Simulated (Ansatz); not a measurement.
Start from `N=C(N)[Se][SiH3]` and change one element to get `N=C(N)O[SiH3]`.

Ansatz, PBE0-D4/def2-TZVP geometries, multiplicity 1. Each molecule was computed in one conformer, which needn't be the lowest.

Scalar relativity is left out up to krypton.

```csv
property,`N=C(N)[Se][SiH3]`
HOMO energy (B3LYP/def2-TZVPP) / eV,-6.76
HOMO–LUMO gap (PBE0/def2-TZVPP) / eV,6.55
LUMO energy (PBE/def2-TZVPP) / eV,-1.29
HOMO–LUMO gap (ωB97M-V/def2-TZVPP) / eV,10.52
size of the dipole moment (PBE/def2-TZVPP) / D,1.59
LUMO energy (ωB97M-V/def2-TZVPP) / eV,1.35
```

Question: What does the change do to each property? (Best estimate.)

Answer: Computed: 
```json
{"property": "HOMO energy (B3LYP/def2-TZVPP) / eV", "`N=C(N)O[SiH3]`": "-6.88", "shift": "-0.12"}
{"property": "HOMO–LUMO gap (PBE0/def2-TZVPP) / eV", "`N=C(N)O[SiH3]`": "7.13", "shift": "0.58"}
{"property": "LUMO energy (PBE/def2-TZVPP) / eV", "`N=C(N)O[SiH3]`": "-0.83", "shift": "0.46"}
{"property": "HOMO–LUMO gap (ωB97M-V/def2-TZVPP) / eV", "`N=C(N)O[SiH3]`": "11.07", "shift": "0.55"}
{"property": "size of the dipole moment (PBE/def2-TZVPP) / D", "`N=C(N)O[SiH3]`": "1.98", "shift": "0.39"}
{"property": "LUMO energy (ωB97M-V/def2-TZVPP) / eV", "`N=C(N)O[SiH3]`": "1.65", "shift": "0.30"}
```

With PBE0 the HOMO falls by 0.11 eV and the LUMO rises by 0.47 eV, so the gap widens by about 0.58 eV. PBE moves the HOMO by 0.02 eV and ωB97M-V by -0.26 eV. Dipoles are sizes alone; their direction can turn.

B3LYP here is the variant with VWN-RPA as its local correlation; programs differ in this.

Spin–orbit coupling is left out; it splits and shifts lone-pair levels of the heavy atoms by tenths of an eV.
